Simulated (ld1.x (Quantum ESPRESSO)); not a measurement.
titanium, PAW: configuration errors across variants

ld1.x (Quantum ESPRESSO) 7.5 input, shortened:

```
&input
   title='Ti', zed=22., rel=1, dft='PZ', iswitch=3,
   config='[Ar] 3d2 4s0 4p0'
 /
 &inputp
   pseudotype=3, lpaw=.true., tm=.true., lloc=-2, rcloc=2.30,
   nlcc=.true., new_core_ps=.true., rcore=1.35,
   which_augfun='BESSEL', rmatch_augfun=1.55
 /
6
3S  1  0   2.00   0.00  1.55  1.65  0.0
4S  2  0   0.00   0.00  1.55  1.65  0.0
3P  2  1   6.00   0.00  1.50  1.65  0.0
4P  3  1   0.00   0.00  1.50  1.65  0.0
3D  3  2   2.00   0.00  1.75  2.45  0.0
3D  3  2   0.00  -1.00  1.75  2.45  0.0
 &test
   configts(1)='3s2 3p6 3d2 4s0 4p0'
 /
```

All-electron excitation energies from the reference (eV): (1) 3s2 3p6 3d2 4s2 4p0 -21.336; (2) 3s2 3p6 3d2 4s1 4p0 -13.800; (3) 3s2 3p6 3d3 4s0 4p0 -13.777; (4) 3s2 3p6 3d1 4s2 4p0 -11.356; (5) 3s2 3p6 3d2.5 4s1.5 4p0 -21.012; (6) 3s2 3p6 3d2 4s0 4p0 spin -0.793; (7) 3s2 3p6 3d2 4s2 4p0 spin -22.006.

Spin tests fill each open shell by Hund’s rule, majority spin first.

The overlap operator is not positive definite (basis up to 400 Ry) in “local potential all-electron potential smoothed inside 0.94 bohr (lloc = -2)”. Such files are unfit for use, however small their errors in these radial tests.

Tests that are not counted but printed errors over 1 eV. “base”: 3s2 3p6 3d1 4s0 4p0 (solver errors, printed error -835 eV); 3s2 3p6 3d0 4s0 4p0 (solver errors, printed error -677 eV). “local potential all-electron potential smoothed inside 1.86 bohr (lloc = -2)”: 3s2 3p6 3d0 4s0 4p0 (solver errors, printed error -677 eV). “local potential all-electron potential smoothed inside 2.18 bohr (lloc = -2)”: 3s2 3p6 3d0 4s0 4p0 (solver errors, printed error -677 eV). “local potential all-electron potential smoothed inside 2.46 bohr (lloc = -2)”: 3s2 3p6 3d1 4s0 4p0 (solver errors, printed error -835 eV); 3s2 3p6 3d0 4s0 4p0 (solver errors, printed error -677 eV). “local potential all-electron potential smoothed inside 2.66 bohr (lloc = -2)”: 3s2 3p6 3d1 4s0 4p0 (solver errors, printed error -835 eV); 3s2 3p6 3d0 4s0 4p0 (solver errors, printed error -735 eV).

Errors AE − PS in meV (a dash: test not solved or not reliable):

| change | (1) | (2) | (3) | (4) | (5) | (6) | (7) | bound ghosts |
| --- | --- | --- | --- | --- | --- | --- | --- | --- |
| base | +1.4 | +0.9 | -1.5 | -4.6 | +1.3 | -0.6 | +1.6 | none |
| local potential all-electron potential smoothed inside 0.94 bohr (lloc = -2) | +3.4 | +1.7 | -2.7 | +8.2 | +1.5 | +0.7 | +4.9 | not determined (overlap not positive) |
| local potential all-electron potential smoothed inside 1.18 bohr (lloc = -2) | +5.0 | +2.4 | +2.4 | -6.1 | +6.1 | -0.7 | +5.1 | none |
| local potential all-electron potential smoothed inside 1.36 bohr (lloc = -2) | +3.8 | +1.7 | -0.3 | -0.2 | +3.2 | +0.1 | +4.8 | none |
| local potential all-electron potential smoothed inside 1.60 bohr (lloc = -2) | +1.9 | +1.0 | +0.2 | -2.7 | +2.3 | -0.2 | +2.7 | none |
| local potential all-electron potential smoothed inside 1.86 bohr (lloc = -2) | +1.6 | +0.9 | -0.1 | -2.2 | +1.6 | -0.2 | +2.3 | none |
| local potential all-electron potential smoothed inside 2.18 bohr (lloc = -2) | +1.4 | +0.9 | -1.2 | -3.5 | +1.3 | -0.5 | +1.8 | none |
| local potential all-electron potential smoothed inside 2.46 bohr (lloc = -2) | +1.4 | +0.9 | -2.1 | -6.8 | +1.3 | -0.7 | +1.5 | none |
| local potential all-electron potential smoothed inside 2.66 bohr (lloc = -2) | +1.3 | +0.9 | -2.8 | -9.8 | +1.3 | -0.8 | +1.2 | none |
| local potential all-electron potential smoothed inside 2.88 bohr (lloc = -2) | +0.8 | +0.8 | -3.7 | -14 | +1.1 | -0.8 | +0.7 | none |

Question: Give the same row for: local potential all-electron potential smoothed inside 1.98 bohr (lloc = -2).

Answer: +1.4, +0.9, -0.5, -2.5, +1.4, -0.3, +2.0; bound ghosts: none. Not counted: 3s2 3p6 3d0 4s0 4p0 (solver errors, printed error -677 eV).
